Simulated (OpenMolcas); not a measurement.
Ni2+: ligand-field states by method

Ni2+ with 6 ligands (oxide) in octahedral coordination (Oh) at 2.07 Å. A charge of +1.67 e stands 3.2 Å behind each ligand. Ligand basis ANO-RCC-VDZP.
```
Ni    0.0000    0.0000    0.0000
O     2.0700    0.0000    0.0000
O     0.0000    2.0700    0.0000
O    -2.0700    0.0000    0.0000
O     0.0000   -2.0700    0.0000
O     0.0000    0.0000    2.0700
O     0.0000    0.0000   -2.0700
```

| Quantity | Value |
| --- | --- |
| Program | OpenMolcas |
| Basis | ANO-RCC-VTZP [6s5p3d2f1g] |
| Scalar Hamiltonian | DKH2, point nucleus |
| Active space | 8 electrons in 5 orbitals (3d) |
| State averaging | 2S+1 = 3 even, 10 roots; 2S+1 = 1 even, 15 roots |
| Spin-orbit coupling | state interaction with AMFI integrals over the reference wave functions |

I. CASSCF
II. SS-CASPT2, IPEA 0.25 Eh, imaginary shift 0.1 Eh (closed shells correlated: 3s 3p and the ligand valence shells)
III. SS-CASPT2, IPEA 0 Eh, imaginary shift 0.1 Eh (closed shells correlated: 3s 3p and the ligand valence shells)

Spin-free states (labels of O, the rotations of Oh) in cm-1, each column counted from its own energy of the first state listed:

```tsv
State	Degeneracy	I	II	III
3A2	1	0	0	0
3T2	3	4802	5980	6200
3T1	3	8433	9300	8930
1E	2	18059	13110	12790
1T2	3	22192	18620	18440
3T1	3	25247	21260	20580
1A1	1	27926	22140	21310
1T1	3	29511	26230	26490
1E	2	32200	29970	30020
1T2	3	32971	30330	30230
1A1	1	67267	54910	53670
```

From I to II, I's first state of the same spin (3T2) moves from 4802 to 5980 cm-1, by about +1200 cm-1.

From I to II, I's first state of another spin (1E) moves from 18059 to 13110 cm-1, by about -4900 cm-1.

I: A least-squares ligand-field fit to the states below 45000 cm-1, each weighted by its degeneracy and with a free common offset, gives 10Dq = 4873 cm-1, B = 1280 cm-1 and C = 4708 cm-1 (C/B = 3.68), with an rms deviation of 46 cm-1. 

χT at 300 K: I 1.63, II 1.51, III 1.49 cm3 K/mol.

Roots that are degenerate in the reference are averaged as groups; the widest CASPT2 spread within a group is 130 cm-1 (the 2-fold group of multiplicity 1 near 30000 cm-1 above the lowest state of its run, III). Shifts and gaps below about the spread of the groups concerned are not significant. Over all roots computed the reference weight is 0.59 to 0.61 in II, 0.59 to 0.61 in III; a low but even weight reflects the number of correlated electrons. The oxide ions are held by bare point charges, a crude embedding. Ligand-to-metal charge-transfer states are missing. With oxide or sulfide held by bare charges the field of late divalent 3d ions can come out several times too small, and g and χT far too large. Without dynamic correlation the repulsion within the d shell is too large (B by tens of per cent), so at a given field states of lower spin stand too high (holds for I). With no ligand orbital active B as a rule stays too high, so bands that hang on it stand too high and its fall with covalency is understated (holds for I). With metal d orbitals alone and no dynamic correlation the field as a rule comes out too small, by tens of per cent, by up to half for chloride and softer ligands, and the orbital part of g and χT, which goes as 1/10Dq, too large (holds for I). A single d shell leaves out the double-shell effect, which counts most for late 3d ions, where the CASPT2 field can be off either way by tens of per cent (holds for II; III). These CASPT2 states fit no ligand-field parameters well, so their order and spin gaps are uncertain (holds for II; III). For late 3d ions with one d shell CASPT2 can put B and the spin-flip bands somewhat low as well as high (holds for II; III). With one d shell and no ligand orbital active, 10Dq can be off by tens of per cent for divalent 3d ions, low with halides held by bare charges and at times high in hosts, and the orbital part of g and χT goes as 1/10Dq (holds for II; III). Free-ion shares, where given, are those of the reference states; single-state CASPT2 does not remix them (holds for II; III). No measured value stands beside these numbers; the geometry is a model, was not optimised and need not be the one that this ion takes.
